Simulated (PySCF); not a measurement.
**Peak assignment**

Cartesian coordinates in Å; atom numbers follow the order of the lines, from 1:
```xyz
15

C    -2.2116   -0.5397    2.1558
C    -1.7356   -0.5202    1.0584
C    -1.1372   -0.4487   -0.2665
C     0.3142   -0.4095   -0.1654
C     1.5061   -0.2989   -0.1001
C     2.9469   -0.2146   -0.0138
C    -1.6902    0.7723   -0.9918
N    -1.0575    1.7103   -1.5187
H    -2.6348   -0.5764    3.1148
H    -1.4421   -1.3380   -0.8386
H     3.3197    0.5236   -0.7238
H     3.2419    0.0825    0.9924
H     3.3924   -1.1824   -0.2433
H    -2.7750    0.8081   -1.0416
H    -0.0417    1.6395   -1.4399
```

One computed conformer, in vacuum, relativity neglected, rapidly exchanging positions averaged. Shieldings: GIAO PBE0/pcSseg-1; GFN2-xTB geometry; PySCF 2.14.0 with density-fitted response routines.

δ = σ(ref) − σ, references computed at the same level: 13C (σref 186.93), 1H (σref 31.72) vs TMS.

**Question.** Assign these signals to the numbered atoms. 13C{1H} NMR (computed): δ 165.5 (CH), 92.8 (C), 82.2 (C), 79.2 (CH), 76.6 (C), 34.4 (CH), 4.7 (CH3).

**Answer.** 
| δ (ppm) | atoms | environment | reason |
| --- | --- | --- | --- |
| 165.5 | C7 | carbon bonded to C, N, H | – |
| 92.8 | C5 | carbon bonded to 2 C | – |
| 82.2 | C2 | carbon bonded to 2 C | – |
| 79.2 | C1 | carbon bonded to C, H | – |
| 76.6 | C4 | carbon bonded to 2 C | – |
| 34.4 | C3 | carbon bonded to 3 C, H | – |
| 4.7 | C6 | carbon bonded to C, 3 H | – |

**Question.** Assign these signals to the numbered atoms. 1H NMR (400 MHz, computed): δ 11.54 (br s, 1H), 7.58 (d, 1H), 3.94 (m, 1H), 2.16 (s, 3H), 1.75 (d, 1H).

**Answer.** 
11.54 → H15, hydrogen on a nitrogen bonded to C
7.58 → H14, hydrogen on a carbon bonded to C, N
3.94 → H10, hydrogen on a carbon bonded to 3 C
2.16 → H11/H12/H13, hydrogen on a carbon bonded to C
1.75 → H9, hydrogen on a carbon bonded to C

OH/NH shifts are gas-phase values; hydrogen bonding in solution moves them, usually downfield. Shifts are as computed. Against solution values, carbons near 30 ppm lie about +3 ppm off and those near 130 ppm about +5 ppm (rms about the fit 2.1 ppm; single classes can miss by 10 ppm). Of 1328 compounds with measured shifts, 309 miss one by over three times the rms of a fit or turn the order of signals round; such compounds aren't used in these exercises. Signals without a measured value on file couldn't be tested in this way; 1H shifts scatter by 0.2 ppm about their fit, and single ones miss by 0.5 ppm. Multiplicities follow the n + 1 count of equivalent neighbours, as no J values were calculated; m marks all less simple cases, F and P coupling included.
